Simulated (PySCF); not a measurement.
**Ionisation energy of Mg⁺ by level of theory**

Mg⁺ [Ne] 3s1 (2S) → Mg²⁺ [Ne] (1S), as a difference of total energies. All numbers are calculated (PySCF 2.14, the spin-free X2C one-electron Hamiltonian (Gaussian nucleus), in aug-cc-pCVTZ-DK with one added diffuse shell each of s, p, d, f type (9s8p6d4f, 91 functions)). Correlated levels: valence and next inner shell: 1s2 frozen. The calculations carry no spin-orbit coupling.

```
                                method  ionisation energy (eV)
                                   UHF                  14.745
    MP2 (valence and next inner shell)                  14.951
SCS-MP2 (valence and next inner shell)                  14.906
   CCSD (valence and next inner shell)                  14.955
CCSD(T) (valence and next inner shell)                  14.962
```

Q: How much does correlation contribute at CCSD(T) (valence and next inner shell)?

A: 14.962 − (14.745) = 0.217 eV, measured against UHF.

Errors of the correlated levels include the incompleteness of this basis and the frozen core.

For comparison: 15.035 eV (measured; NIST Atomic Spectra Database, ionization energies).
